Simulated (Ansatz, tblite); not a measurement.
Removing and adding an electron: the cluster Li7Al. Total charge 0; singlet. Geometry: PBE0-D4/def2-TZVP. Ansatz, gas phase; energy differences of separate SCF runs; the oxidised species was run as a doublet alone; the reduced species was run as a doublet alone.

```xyz
8

Al   -0.3327    0.0098    1.0158
Li    0.8796    0.0917   -1.4135
Li    0.2350    0.5576    3.5168
Li   -1.2969   -0.9007   -3.5447
Li    1.0347    2.1811    0.8129
Li    2.0826   -0.8504    1.2406
Li   -1.7708    0.8896   -0.9984
Li   -0.8315   -1.9787   -0.6294
```

The xTB rows come from tblite. The structure comes from a short search, and lower isomers may exist.

| level | −HOMO (eV) | vertical IE (eV) | −LUMO (eV) | vertical EA (eV) | HOMO–LUMO gap (eV) | IE − EA (eV) | remarks |
| --- | --- | --- | --- | --- | --- | --- | --- |
| GFN1-xTB | 9.78 | 11.47 | 9.01 | 7.39 | 0.77 | 4.08 | – |
| PBE-D4/def2-TZVP | 2.97 | 4.53 | 1.85 | – | 1.12 | – | restricted SCF unstable in HF (singlet) |
| PBE-D4/def2-TZVPD | 2.97 | – | 1.88 | 0.76 | 1.09 | – | HOMO above zero (-1 doublet), restricted SCF unstable in HF (singlet) |
| r2SCAN-D4/def2-TZVP | 2.95 | 4.36 | 1.67 | – | 1.27 | – | restricted SCF unstable in HF (singlet) |
| r2SCAN-D4/def2-TZVPD | 2.94 | – | 1.70 | 0.75 | 1.24 | – | HOMO above zero (-1 doublet), restricted SCF unstable in HF (singlet), spin-contaminated (⟨S²⟩ 0.96) (-1 doublet) |
| PBE0-D4/def2-TZVP | 3.43 | 4.48 | 1.36 | – | 2.07 | – | restricted SCF unstable in HF (singlet) |
| PBE0-D4/def2-TZVPD | 3.42 | – | 1.40 | 0.69 | 2.02 | – | HOMO above zero (-1 doublet), restricted SCF unstable in HF (singlet) |

   A HOMO above zero means that the electron is unbound at that level or that self-interaction error raises the level; the energy of removing that electron tells which. Raw xTB energy differences between charge states are shifted by several eV; the methods need an empirical correction for them.
